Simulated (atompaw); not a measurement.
**Pb: one change to a PAW (atompaw) potential, before and after**

atompaw 4.2.0.5 input, output lines left out:

```
Pb 82
GGA-PBE scalarrelativistic loggrid 2001 logderivrange -13 5 451
6 6 5 4 0 0
6 1 2
0 0 0
c
c
c
c
v
v
c
c
c
v
v
c
c
v
c
2
1.80 1.45 1.30 1.20
n
n
y
1.4
n
custom polynom2 7 10 vanderbiltortho sinc
3 0 ultrasoft
1.45
1.30
1.45
1.60
1.80
1.80
```

All-electron outer shells of the reference configuration (PBE, scalar-relativistic, ld1.x):

```tsv
shell	level (eV)	outermost node (bohr)	outermost maximum (bohr)
4d	-402.09	0.19	0.39
5s	-144.16	0.45	0.79
4f	-132.89	–	0.35
5p	-85.83	0.49	0.88
5d	-21.18	0.52	1.07
6s	-12.04	1.01	1.95
6p	-3.50	1.18	2.67
```

Change: augmentation sinc compensation charge, radius 1.45 bohr; PAW radius 1.80 bohr; waves and projectors: modrrkj vanderbiltortho.

Cutoffs: the cutoffs (Ry, on a coarse ladder) from which the occupation-weighted sum of valence levels, in a spherical-Bessel basis at the reference potential, stays within 10 and 1 mRy of its value at 400 Ry; they do not see the model core or the augmentation charge, which bear on the density cutoff.

**Question.** What does the change do?

**Answer.** The potential gets softer (160 Ry and 300 Ry → 55 Ry and 90 Ry); a bound ghost appears in p, which as a rule spoils a file; the range in which the d phases agree narrows (upper end at the end of the scan → -1.6).

```tsv
quantity	base	changed
cutoff, loose	160 Ry	55 Ry
cutoff, tight	300 Ry	90 Ry
loose cutoff by channel (10 mRy a level)	s 21 Ry, p 25 Ry, d 21 Ry	s 25 Ry, p 30 Ry, d 25 Ry
bound ghosts	none	p
s: phases at 1.80 bohr within 0.05 rad from the reference energy up to (Ry; the scan ends near 5)	to the end of the scan	to the end of the scan
p: phases at 1.80 bohr within 0.05 rad from the reference energy up to (Ry; the scan ends near 5)	1.9	1.3
d: phases at 1.80 bohr within 0.05 rad from the reference energy up to (Ry; the scan ends near 5)	to the end of the scan	-1.6
lowest overlap eigenvalue by channel	s 0.64, p 0.77, d 0.90	s 0.27, p 0.79, d 1.00
```

 A true bound ghost makes a file unfit for plane-wave use even where its test errors are small: the radial tests pick states by their node count and pass the ghost by. The cutoffs see the waves, projectors and local potential, not the compensation charge or the core.
